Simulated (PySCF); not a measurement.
Species: C₆H₁₀FO (doublet state).
SMILES with atom numbers: `[CH2:1][C@@H:2]1[CH2:3][CH2:4][C@H:5]([F:6])[O:7][CH2:8]1` (hydrogens: H9, H10 on C1; H11 on C2; H12, H13 on C3; H14, H15 on C4; H16 on C5; H17, H18 on C8)

Geometry (GFN2-xTB, Å), atoms numbered from 1 in this order:
```
atom  x, y, z in Å
C1     2.3194    0.0548   -0.5211
C2     1.0368    0.0900    0.1921
C3     0.1445   -1.1178   -0.1350
C4    -1.1872   -0.9918    0.6001
C5    -1.8325    0.3581    0.2930
F6    -2.2566    0.3524   -1.0316
O7    -1.0046    1.4322    0.5084
C8     0.2253    1.3587   -0.1929
H9     2.3544   -0.2570   -1.5468
H10    3.2056    0.4637   -0.0792
H11    1.2043    0.1367    1.2741
H12   -0.0337   -1.1517   -1.2117
H13    0.6458   -2.0412    0.1582
H14   -1.0313   -1.0489    1.6788
H15   -1.8731   -1.7843    0.2997
H16   -2.7357    0.5306    0.8936
H17    0.0425    1.3582   -1.2739
H18    0.7675    2.2636    0.0825
```

The hyperfine couplings belong to this conformer and change with its torsions.

Level of theory: PySCF, UKS B3LYP, pcH-1 on C F H O, non-relativistic, mean-field spin-orbit, GIAO. The structure is a single GFN2-xTB conformer in the gas phase; no vibrational or solvent corrections. The geometry wasn't refined by DFT: couplings that depend on bond lengths, twists or pyramidal angles can differ widely from those at the functional's own minimum. No stability test was run, so a lower SCF solution isn't excluded.

Principal values of hyperfine tensors in MHz (contact and dipolar terms together), for some of the nuclei:

```tsv
atom	isotope	A1	A2	A3
C8	13C	99.19	99.33	115.42
C1	13C	12.91	13.63	252.26
H10	1H	-101.14	-62.13	-23.30
H9	1H	-100.44	-61.68	-22.92
C2	13C	-34.21	-31.30	-29.91
H11	1H	18.58	19.21	32.61
C4	13C	4.94	5.02	6.78
H18	1H	-10.17	-6.70	2.66
```

Q: Split each tensor into its isotropic and traceless parts, and turn a_iso into mT with g = 2.0025.

A: a_iso is a third of the trace, T = A − a_iso, and a(mT) = a(MHz)/(g × 13.996).

| atom | a_iso (MHz) | a_iso (mT) | T1 | T2 | T3 |
| --- | --- | --- | --- | --- | --- |
| C8 | 104.65 | 3.734 | -5.46 | -5.32 | 10.77 |
| C1 | 92.93 | 3.316 | -80.03 | -79.31 | 159.33 |
| H10 | -62.19 | -2.219 | -38.95 | 0.06 | 38.89 |
| H9 | -61.68 | -2.201 | -38.76 | 0.00 | 38.76 |
| C2 | -31.81 | -1.135 | -2.40 | 0.51 | 1.90 |
| H11 | 23.47 | 0.837 | -4.89 | -4.26 | 9.14 |
| C4 | 5.58 | 0.199 | -0.64 | -0.56 | 1.20 |
| H18 | -4.73 | -0.169 | -5.43 | -1.96 | 7.40 |

Q: What spin density at the nucleus of C2 lies behind its contact coupling (g_N = 1.40482)?

A: a_FC = 800.24 MHz bohr³ × g_N × ρ(0)/(2S). With a_FC = -31.81 MHz and 2S = 1, ρ(0) = -0.02829 bohr⁻³.

Q: C3 (13C, g_N = 1.40482) isn't in the table. Its spin density at the nucleus is 0.02747 bohr⁻³. What is its contact coupling?

A: By the same relation, a_FC = 30.9 MHz. Its full tensor has the principal values 27.95, 28.27, 36.42 MHz.

Q: Name the largest traceless tensor T of the table and describe it.

A: C1: -80.0, -79.3, 159.3 MHz, axial, in the ratio −1:−1:+2, the form that spin in one p orbital centred on that nucleus gives.

Q: What first-order splitting does C8 cause when the field lies along A1, A2 or A3 of its tensor (g taken as isotropic, no quadrupole term)?

A: 2 lines (I = 1/2), spaced by |A_i|/(g × 13.996): 3.54, 3.54, 4.12 mT along the axes of A1, A2 and A3.

Hardware: an Arm Neoverse V2 with one thread, shared host with 192 logical CPUs at a one-minute load of 34. Cost: 70 s wall (grids of density and orbitals included), 0.96 GiB resident at most.
